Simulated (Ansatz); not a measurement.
C3H3AlClFO2 (`[F][Al-]1([Cl])[O]C=CC=[O+]1`), relaxed with RKS PBE-D4/def2-SVP in Ansatz 0.2.0 from a rough embedded geometry. The force threshold is 0.03 eV/Å; the program also tests the step.

The species carries charge 0 and has multiplicity 1.

Start:

```xyz
11

F     0.035    2.420    2.001
Al   -0.537    0.841    1.363
Cl   -2.162    0.090    2.603
O     0.752   -0.457    1.245
C     1.133   -0.982   -0.014
C     0.549   -0.694   -1.164
C    -0.578    0.294   -1.324
O    -1.102    0.952   -0.394
H     1.948   -1.738    0.032
H     0.886   -1.191   -2.031
H    -0.924    0.465   -2.317
```

How much energy does the relaxation release, and in how many steps? (Best estimate.)

Computed: 93.67 kJ/mol, in 8 steps.

Which bonds change most? (An estimate is asked.)

Ansatz gave: O4–C5 from 1.416 to 1.284 Å; F1–Al2 from 1.798 to 1.675 Å; C6–C7 from 1.508 to 1.406 Å; C5–C6 from 1.322 to 1.406 Å.

Give the relaxed structure. (Estimate.)

Computed: 
```xyz
11

F     0.129    2.289    1.864
Al   -0.583    0.838    1.424
Cl   -2.156    0.062    2.589
O     0.743   -0.430    1.192
C     1.092   -0.944    0.068
C     0.517   -0.651   -1.181
C    -0.534    0.274   -1.315
O    -1.076    0.934   -0.356
H     1.920   -1.684    0.118
H     0.900   -1.157   -2.077
H    -0.952    0.469   -2.326
```
